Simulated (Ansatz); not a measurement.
Reaction (silylene formation by 1,1-elimination): `N[Si](O)(S)S` → `O[Si]S` + `NS`

Program: Ansatz. Geometries: PBE0-D4/def2-TZVP. ΔE: electronic, gas phase. CBS: MP2 limit from def2 TZ/QZ plus the TZ coupled-cluster correction, frozen cores. This one scheme is used for every species. Functionals use def2-TZVPP. HSE06 is defined as in plane-wave codes. Each species was taken in one conformer, which may not be the lowest.

```json
{"level": "BHLYP-D4", "ΔE (kcal/mol)": "93.0"}
{"level": "HSE06", "ΔE (kcal/mol)": "88.6"}
{"level": "BHLYP", "ΔE (kcal/mol)": "88.4"}
{"level": "CCSD(T)/def2-SVP", "ΔE (kcal/mol)": "86.1"}
```

(1) What does CCSD(T)/CBS give? (An estimate is asked.)

Largest T1 diagnostic among the species: 0.015.

## Answers

(1) The calculation gave: +91.6 kcal/mol. The listed levels differ from it by 1.4, -3.0, -3.2, -5.5 kcal/mol.

From PBE to PBE0 (25 % exact exchange), in def2-TZVPP and without D4, ΔE moves by +6.1 kcal/mol. Leaving LDA and LC-ωPBE aside and taking each functional with its dispersion term where it has one, the values, not all of them listed here, spread over 14.8 kcal/mol, from BLYP-D4 to r2SCAN0-D4. LDA lies +10.0 kcal/mol from PBE without D4. The D4 term adds +5.3 kcal/mol with B3LYP and +2.9 kcal/mol with PBE0; it sums over pairs of atoms, weighted by their polarisabilities, and B3LYP, whose exchange is more repulsive, gets the larger term.

CCSD(T)/CBS has its own doubt, a few kJ/mol and more with outer-core shells, so smaller differences from it don't rank the levels.

B3LYP here is the variant with VWN-RPA as its local correlation; programs differ in this.
